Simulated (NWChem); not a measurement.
System: C₅H₃Cl; SMILES C#CC=C=CCl

The following NWChem deck was run.

```
start job
memory heap 200 mb stack 900 mb global 1100 mb
geometry units angstroms noautoz
  C      0.831387     3.340406    -0.186741
  C      0.120057     2.381106     0.089858
  C     -0.729650     1.293525     0.440226
  C     -0.638682     0.065734    -0.064804
  C     -0.567389    -1.147511    -0.561912
  Cl     0.401306    -2.425177     0.144429
  H      1.465731     4.179039    -0.437542
  H     -1.522700     1.500299     1.187934
  H     -1.112630    -1.459770    -1.468179
end
basis spherical
  C library def2-svp
  Cl library def2-svp
  H library def2-svp
end
dft
  xc xcamb88 1.00 lyp 1.0 hfexch 1.00
  cam 0.33 cam_alpha 0.0 cam_beta 1.0
  iterations 150
  mulliken
end
task dft energy
```

Excerpt of the output:

```
             Northwest Computational Chemistry Package (NWChem) 7.3.0
             --------------------------------------------------------

 C1  symmetry detected

                             Geometry "geometry" -> ""
                             -------------------------

 Output coordinates in angstroms (scale by  1.889725989 to convert to a.u.)

  No.       Tag          Charge          X              Y              Z
 ---- ---------------- ---------- -------------- -------------- --------------
    1 C                    6.0000     0.80310607     3.37699364    -0.18189804
    2 C                    6.0000     0.10066537     2.41032961     0.09176521
    3 C                    6.0000    -0.73906535     1.31392946     0.43868190
    4 C                    6.0000    -0.63434392     0.08761018    -0.06725850
    5 C                    6.0000    -0.54946490    -1.12436913    -0.56531892
    6 Cl                  17.0000     0.43000901    -2.39293895     0.14255075
    7 H                    1.0000     1.42970370     4.22219860    -0.43009706
    8 H                    1.0000    -1.53626424     1.51199699     1.18433209
    9 H                    1.0000    -1.08897625    -1.44119592    -1.47342772

 Effective nuclear repulsion energy (a.u.)     207.8441488413

                                 NWChem DFT Module
                                 -----------------

 Summary of "ao basis" -> "ao basis" (spherical)
 ------------------------------------------------------------------------------
       Tag                 Description            Shells   Functions and Types
 ---------------- ------------------------------  ------  ---------------------
 C                          def2-svp                 6       14   3s2p1d
 Cl                         def2-svp                 8       18   4s3p1d
 H                          def2-svp                 3        5   2s1p

            General Information
            -------------------
          SCF calculation type: DFT
          Wavefunction type:  closed shell.
          No. of atoms     :     9
          No. of electrons :    50
           Alpha electrons :    25
            Beta electrons :    25
          Charge           :     0
          Spin multiplicity:     1
          Use of symmetry is: off; symmetry adaption is: off
          Maximum number of iterations: 150
          AO basis - number of functions:   103
                     number of shells:    47
          Convergence on energy requested:  1.00D-06
          Convergence on density requested:  1.00D-05
          Convergence on gradient requested:  5.00D-04

              XC Information
              --------------
                     Hartree-Fock (Exact) Exchange  1.000
                   CAM-Becke88 Exchange Functional  1.000
              Lee-Yang-Parr Correlation Functional  1.000

           Range-Separation Parameters
           ---------------------------
           Alpha           :  0.00
           Beta            :  1.00
           Gamma           :  0.33
           Short-Range HF  :     F

             Grid Information
             ----------------
          Grid used for XC integration:  medium
          Radial quadrature: Mura-Knowles
          Angular quadrature: Lebedev.
          Tag              B.-S. Rad. Rad. Pts. Rad. Cut. Ang. Pts.
          ---              ---------- --------- --------- ---------
          C                   0.70       49          13.0       434
          Cl                  1.00       88          15.0       590
          H                   0.35       45          14.0       434
          Grid pruning is: on
          Number of quadrature shells:   468
          Spatial weights used:  Erf1

      Superposition of Atomic Density Guess
      -------------------------------------

 Sum of atomic energies:        -648.94540888

      Non-variational initial energy
      ------------------------------

 Total energy =    -651.907658
 1-e energy   =   -1300.871273
 2-e energy   =     441.119467
 HOMO         =      -0.276202
 LUMO         =      -0.049810

     ---------------------------------------------
      Total Density - Mulliken Population Analysis
     ---------------------------------------------

    Atom       Charge   Shell Charges
 -----------   ------   -------------------------------------------------------
    1 C    6     6.38   1.99  0.98  0.61  1.93  0.84  0.03
    2 C    6     5.85   1.99  0.97  0.25  1.91  0.69  0.04
    3 C    6     6.12   1.99  0.94  0.27  1.92  0.96  0.04
    4 C    6     5.92   1.99  0.99  0.27  1.89  0.75  0.03
    5 C    6     5.96   1.99  0.93  0.30  1.75  0.94  0.04
    6 Cl  17    17.20   2.00  1.99  1.22  0.72  5.94  2.11  3.20  0.02
    7 H    1     0.86   0.62  0.22  0.03
    8 H    1     0.86   0.64  0.19  0.02
    9 H    1     0.86   0.65  0.19  0.02

   convergence    iter        energy       DeltaE   RMS-Dens  Diis-err
 ---------------- ----- ----------------- --------- --------- ---------
 d= 0,ls=0.0,diis     1   -651.2480573750 -8.59D+02  1.15D-02  7.32D-01
 d= 0,ls=0.0,diis     2   -651.3067583836 -5.87D-02  4.46D-03  1.71D-01
 d= 0,ls=0.0,diis     3   -651.3236993877 -1.69D-02  1.46D-03  4.03D-02
 d= 0,ls=0.0,diis     4   -651.3287568307 -5.06D-03  3.30D-04  1.75D-03
 d= 0,ls=0.0,diis     5   -651.3289664333 -2.10D-04  1.66D-04  1.69D-04
  Resetting Diis
 d= 0,ls=0.0,diis     6   -651.3289880953 -2.17D-05  5.58D-05  5.50D-05
 d= 0,ls=0.0,diis     7   -651.3289956987 -7.60D-06  2.87D-05  3.15D-06
 d= 0,ls=0.0,diis     8   -651.3289958224 -1.24D-07  1.23D-05  4.14D-06
 d= 0,ls=0.0,diis     9   -651.3289963532 -5.31D-07  4.87D-06  1.54D-07

         Total DFT energy =     -651.328996353158
      One electron energy =    -1304.587953275668
           Coulomb energy =      500.878506185418
    Exchange-Corr. energy =      -55.463698104229
 Nuclear repulsion energy =      207.844148841321

 Numeric. integr. density =       50.000001505121

                       DFT Final Molecular Orbital Analysis
                       ------------------------------------

 Vector   23  Occ=2.000000D+00  E=-3.872759D-01
              MO Center=  3.7D-01,  2.8D+00, -2.2D-04, r^2= 1.9D+00
   Bfn.  Coefficient  Atom+Function         Bfn.  Coefficient  Atom+Function
  ----- ------------  ---------------      ----- ------------  ---------------
     6      0.270949  1 C  pz                20      0.265885  2 C  pz
     5      0.244015  1 C  py                19      0.227769  2 C  py
     4     -0.222840  1 C  px                18     -0.223114  2 C  px
    22      0.160771  2 C  py                 9      0.158159  1 C  pz
     8      0.153199  1 C  py                23      0.141851  2 C  pz

 Vector   24  Occ=2.000000D+00  E=-3.584184D-01
              MO Center= -2.0D-01, -1.1D+00, -5.9D-02, r^2= 3.1D+00
   Bfn.  Coefficient  Atom+Function         Bfn.  Coefficient  Atom+Function
  ----- ------------  ---------------      ----- ------------  ---------------
    81      0.357709  6 Cl px                46     -0.280132  4 C  px
    83     -0.258152  6 Cl pz                78      0.252875  6 Cl px
    60     -0.250129  5 C  px                48      0.198667  4 C  pz
    49     -0.189214  4 C  px                80     -0.183011  6 Cl pz
    62      0.181383  5 C  pz                75      0.145936  6 Cl px

 Vector   25  Occ=2.000000D+00  E=-3.477226D-01
              MO Center= -1.7D-02,  1.7D+00, -1.1D-02, r^2= 4.1D+00
   Bfn.  Coefficient  Atom+Function         Bfn.  Coefficient  Atom+Function
  ----- ------------  ---------------      ----- ------------  ---------------
     6      0.261286  1 C  pz                48     -0.242310  4 C  pz
     4      0.222460  1 C  px                20      0.199635  2 C  pz
    46     -0.198741  4 C  px                34     -0.195496  3 C  pz
    18      0.171111  2 C  px                32     -0.168515  3 C  px
     9      0.163522  1 C  pz                51     -0.147240  4 C  pz

 Vector   26  Occ=0.000000D+00  E= 1.965313D-02
              MO Center= -2.5D-01,  8.0D-01, -9.6D-03, r^2= 4.9D+00
   Bfn.  Coefficient  Atom+Function         Bfn.  Coefficient  Atom+Function
  ----- ------------  ---------------      ----- ------------  ---------------
    37      0.290341  3 C  pz                48     -0.288274  4 C  pz
    82      0.273964  6 Cl py                49     -0.254803  4 C  px
     9     -0.244364  1 C  pz                51     -0.241722  4 C  pz
    34      0.238422  3 C  pz                46     -0.238341  4 C  px
    35      0.236523  3 C  px               100     -0.219618  9 H  s

 Vector   27  Occ=0.000000D+00  E= 6.969993D-02
              MO Center= -5.6D-01,  1.4D-01, -5.1D-02, r^2= 4.3D+00
   Bfn.  Coefficient  Atom+Function         Bfn.  Coefficient  Atom+Function
  ----- ------------  ---------------      ----- ------------  ---------------
    95      0.578544  8 H  s                 63     -0.421318  5 C  px
    49      0.375535  4 C  px                31     -0.348733  3 C  s
    65      0.328567  5 C  pz                46      0.309347  4 C  px
    60     -0.305449  5 C  px                50      0.264875  4 C  py
    48     -0.231913  4 C  pz                51     -0.232935  4 C  pz

 Vector   28  Occ=0.000000D+00  E= 1.246356D-01
              MO Center=  1.4D-01,  2.2D+00, -2.2D-02, r^2= 4.3D+00
   Bfn.  Coefficient  Atom+Function         Bfn.  Coefficient  Atom+Function
  ----- ------------  ---------------      ----- ------------  ---------------
    22      0.644635  2 C  py                95     -0.459432  8 H  s
     7      0.437796  1 C  px                 9     -0.416175  1 C  pz
    31      0.403198  3 C  s                 36      0.381512  3 C  py
    19      0.284368  2 C  py                50      0.278079  4 C  py
    23      0.253625  2 C  pz                20      0.231439  2 C  pz

     ---------------------------------------------
      Total Density - Mulliken Population Analysis
     ---------------------------------------------

[...]
```

Level: LC-BLYP (range parameter 0.33 per bohr)/def2-SVP. Geometry: optimised at PBE-D3(BJ)/def2-SVP.
